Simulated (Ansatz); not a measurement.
```yaml
crystal:
  periodic: [false, false, false]
  atoms:
    - {symbol: C, position_ang: [-2.468370, -0.882624, -1.958957]}
    - {symbol: C, position_ang: [-0.382194, -0.254609, 0.557067]}
    - {symbol: C, position_ang: [2.210778, -2.339904, 0.628203]}
    - {symbol: O, position_ang: [0.704563, 2.674034, 0.241294]}
    - {symbol: Si, position_ang: [0.135319, 5.239397, 2.737179]}
    - {symbol: H, position_ang: [-4.317205, 0.650495, -1.934299]}
    - {symbol: H, position_ang: [-1.324697, -0.656397, -4.060932]}
    - {symbol: H, position_ang: [-3.334896, -3.117960, -1.795130]}
    - {symbol: H, position_ang: [-1.589277, -0.412702, 2.651245]}
    - {symbol: H, position_ang: [3.482514, -2.151518, -1.402724]}
    - {symbol: H, position_ang: [1.458039, -4.610878, 0.852771]}
    - {symbol: H, position_ang: [3.658232, -1.834978, 2.477343]}
    - {symbol: H, position_ang: [1.811853, 7.621524, 1.039501]}
basis:
  gaussian: {orbitals: pcseg-2}
hamiltonian: {xc: {name: BHLYP}, dispersion: d3bjatm}
accuracy: high
output: {forces: true}
```

```sh
$ ansatz run in.yaml --threads 4 --pin off --events-out ev --progress --plain --max-ram 10444MiB
```

It prints (some lines left out):

```
Functional definition: BHLYP
4074 factors; integrals over basis functions are off by at most 1.9e-8 eV
mean field evaluation 1: about -13062.5195 eV, gradient 8.7e1 eV
mean field evaluation 2: about -12534.7729 eV, gradient 2.2e2 eV
mean field evaluation 4: about -12975.1621 eV, gradient 1.7e2 eV
mean field evaluation 8: about -13100.9327 eV, gradient 1.3e1 eV
mean field evaluation 16: about -13103.7685 eV, gradient 1.5e-2 eV
mean field evaluation 32: about -13103.7650 eV, gradient 2.3e-1 eV
mean field evaluation 64: about -13103.7593 eV, gradient 3.8e-1 eV
mean field -13103.76851568 eV, -481.5546108980 hartree, gradient 2.5e-8 eV, S^2 0.000000; 6 other end points of the search recorded, 0 dependent functions left out
reference -13103.76857174 eV, -481.5546129581 hartree; 24, 24 occupied and 242, 242 virtual orbitals, 4074 factors
Total energy: -13103.96098326 eV, -481.5616839510 hartree
Atom 0 at    -2.468370    -0.882624    -1.958957 Å, force    -1.107957    -0.233819    -1.274092 eV/Å
Atom 1 at    -0.382194    -0.254609     0.557067 Å, force    -1.103890    -0.577282     1.670221 eV/Å
Atom 2 at     2.210778    -2.339904     0.628203 Å, force     1.372697    -1.006734     0.096905 eV/Å
Atom 3 at     0.704563     2.674034     0.241294 Å, force    -0.216072     0.151914     0.479859 eV/Å
Atom 4 at     0.135319     5.239397     2.737179 Å, force     0.879833     0.585407    -1.268758 eV/Å
Atom 5 at    -4.317205     0.650495    -1.934299 Å, force     1.791099    -1.502101    -0.041440 eV/Å
Atom 6 at    -1.324697    -0.656397    -4.060932 Å, force    -1.117474    -0.224863     2.050310 eV/Å
Atom 7 at    -3.334896    -3.117960    -1.795130 Å, force     0.846663     2.178211    -0.159969 eV/Å
Atom 8 at    -1.589277    -0.412702     2.651245 Å, force     1.337575     0.198701    -2.307551 eV/Å
Atom 9 at     3.482514    -2.151518    -1.402724 Å, force    -1.241419    -0.188293     1.981437 eV/Å
Atom 10 at     1.458039    -4.610878     0.852771 Å, force     0.732862     2.213873    -0.220825 eV/Å
Atom 11 at     3.658232    -1.834978     2.477343 Å, force    -1.395539    -0.507799    -1.804963 eV/Å
Atom 12 at     1.811853     7.621524     1.039501 Å, force    -0.778377    -1.087214     0.798865 eV/Å
Dipole moment:    -0.327943     1.591541     1.496564 e Å
```

In this input the geometry is stretched to more than twice its size. Self-consistency was reached. The result belongs to that input, not to the molecule as meant.
